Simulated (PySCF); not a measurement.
Species: C2H8BN.
Z-matrix (Å and degrees, GFN2-xTB geometry), rows numbered from 1:
```
C 
B   1  1.5890
C   2  1.5891  1  120.80
N   2  1.3846  1  119.66  3  -179.28
H   1  1.0880  2  111.48  3   -53.40
H   1  1.0886  2  110.77  3    64.74
H   1  1.0880  2  113.13  3  -174.77
H   3  1.0880  2  111.51  1    52.96
H   3  1.0882  2  113.10  1   174.34
H   3  1.0887  2  110.76  1   -65.21
H   4  1.0065  2  123.67  1   179.46
H   4  1.0063  2  123.69  1    -0.11
```

The closed-shell ground state was solved at several levels (PySCF, density fitting, gas phase, non-relativistic).

| level | basis functions | HOMO (eV) | LUMO (eV) | gap (eV) | dipole (D) |
| --- | --- | --- | --- | --- | --- |
| PBE0/pcSseg-1 | 108 | -8.14 | 1.36 | 9.50 | 1.47 |
| PBE0/def2-SVPD | 144 | -8.21 | 0.35 | 8.56 | 1.33 |

**Question.** What might B3LYP/pcJ-1 (188 basis functions) give for the same quantities?

**Answer.** HOMO -7.87 eV, LUMO 1.07 eV, gap 8.94 eV, dipole 1.51 D.

**Question.** Over all these levels, which gives the widest orbital gap and which the narrowest?

**Answer.** PBE0/pcSseg-1 has the widest, 9.50 eV, and PBE0/def2-SVPD the narrowest, 8.56 eV. The two share the functional. From the narrowest to the widest the HOMO moves by +0.07 eV and the LUMO by +1.01 eV.

**Question.** How far do the dipole and the HOMO energy spread over the levels?

**Answer.** The dipole runs from 1.33 to 1.51 D (mean 1.44 D) and the HOMO from -8.21 to -7.87 eV.
